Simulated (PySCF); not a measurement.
## Correlation energy of Cr²⁺ (chromium, charge +2)

[Ar] 3d3 4s1, high-spin 5F determinant (an excited configuration). All numbers are calculated (PySCF 2.14, the non-relativistic Hamiltonian (point nucleus), in def2-QZVPPD (11s6p5d3f2g, 93 functions)). Frozen: [Ne]; 12 electrons correlated.

| level | correlation energy (mhartree) |
| --- | --- |
| CCSD | -345.05 |
| (T) | -7.12 |
| CCSD(T) | -352.17 |

Diagnostics: T1 = 0.0066, D1 = 0.0260, largest double amplitude 0.034.

Problem. Is a single reference adequate?

Solution. Yes: T1 lies below 0.03 and no double amplitude reaches 0.07.

This basis was not built for core-valence correlation, so the inner-shell part is incomplete.
